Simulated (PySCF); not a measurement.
# Computed properties of Si(CCH)(Cl)2(OMe) (C₃H₄Cl₂OSi), SMILES C#C[Si](Cl)(Cl)OC

Si(CCH)(Cl)2(OMe) (C3H4Cl2OSi), SMILES Cl[Si](Cl)(OC)C#C. Coordinates come from a B3LYP-D3(BJ)/def2-SVP optimisation. Other conformers were not sampled. All values are computed for the isolated molecule unless a solvent is named; none is compared with measurement here.

**Structure.** All 27 harmonic modes at B3LYP-D3(BJ)/def2-SVP (PySCF) are real, so it is a minimum. With heavy atoms numbered as in [CH:1]#[C:2][Si:3]([Cl:4])([Cl:5])[O:6][CH3:7], the shortest bond between them is C1–C2 at 1.217 Å and the longest Si3–Cl5 at 2.065 Å.

**Vibrations.** The strongest infrared lines (harmonic, unscaled, degenerate partners summed) lie at 1147 cm⁻¹ (260 km/mol, O 42 %, C 32 %, H 22 %), 627 cm⁻¹ (231 km/mol, Si 69 %, Cl 25 %), 687 cm⁻¹ (201 km/mol, Si 60 %, C 31 %). The softest mode is at 56 cm⁻¹ and the zero-point energy is 41.3 kcal/mol.

**Electronic structure.** HF/def2-TZVP (PySCF) places the frontier levels at -11.45 and 2.97 eV, a gap of 14.42 eV, and gives a dipole moment of 2.98 D and a mean polarisability of 76.2 bohr³. PBE/def2-TZVP (PySCF) at the same geometry gives -7.21 and -1.69 eV, so its gap is 8.90 eV narrower. An orbital gap is neither the optical nor the fundamental gap.

**Excitations.** TDDFT-CAM-B3LYP/def2-SVPD (PySCF) has S1 at 5.87 eV (211 nm, f = 0.000, dark); the most intense of the 10 singlets computed lies at 8.11 eV (f = 0.20). T1 (TDA) is at 4.81 eV. TDDFT-PBE/def2-SVPD (PySCF) puts S1 at 5.56 eV. No vertical singlet excitation falls in the visible range (under 3.1 eV).

**NMR.** GIAO shifts at KT2/pcSseg-1 (PySCF) (non-relativistic, atoms alike by connectivity averaged): ¹³C from 56.4 to 94.1 ppm against TMS; ¹H from 3.0 to 4.1 ppm against TMS; ²⁹Si at -30.6 ppm against TMS. Without spin–orbit terms, shifts of atoms bonded to Cl or Br come out too high.
